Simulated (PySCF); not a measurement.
Cartesian coordinates in Å; atom numbers follow the order of the lines, from 1:
```xyz
15

Si   -0.003   -0.004    0.175
C    -0.010   -0.007    2.051
N    -0.014   -0.013    3.211
C     1.791   -0.013   -0.357
H     1.864   -0.044   -1.456
H     2.318   -0.890    0.047
H     2.312    0.891   -0.006
C    -0.891    1.553   -0.366
H    -0.885    1.633   -1.464
H    -0.400    2.449    0.044
H    -1.938    1.550   -0.026
C    -0.904   -1.554   -0.365
H    -1.934   -1.566    0.020
H    -0.390   -2.455    0.001
H    -0.948   -1.606   -1.465
```

PySCF 2.14 calculation with geometry: PBE0-D3(BJ)/def2-SVP and GIAO B3LYP/pcSseg-1 shieldings; no solvent, no relativistic terms, one computed conformer, equivalent nuclei averaged.

References, each an isolated molecule treated in the same way: ¹³C (σ = 179.24 ppm), ¹H (σ = 31.38 ppm), ²⁹Si (σ = 337.86 ppm) vs TMS; ¹⁵N (σ = 263.54 ppm) vs NH3.

```csv
atoms,nucleus,count,δ (ppm)
C4/C8/C12,¹³C,3,-1.1
Si1,²⁹Si,1,-17.4
N3,¹⁵N,1,?
C2,¹³C,1,?
H5/H6/H7/H9/H10/H11/H13/H14/H15,¹H,9,0.27
```

Q: Fill in the missing shifts.

A: 
- C2: 128.0 ppm, carbon bonded to N, Si
- N3: 364.2 ppm, nitrogen bonded to C

Shifts are as computed. Against solution values, carbons near 30 ppm lie about +2 ppm off and those near 130 ppm about +6 ppm. Of 1211 compounds with measured shifts, 218 miss one by over three times the rms of a fit or turn the order of signals round; such compounds aren't used in these exercises. Experimental scales use liquid or dissolved standards, which lie at an offset from isolated NH3 (liquid NH3: subtract about 20 ppm). Unscaled 15N shifts of sp2 nitrogen come out 20 to 40 ppm too high even then.
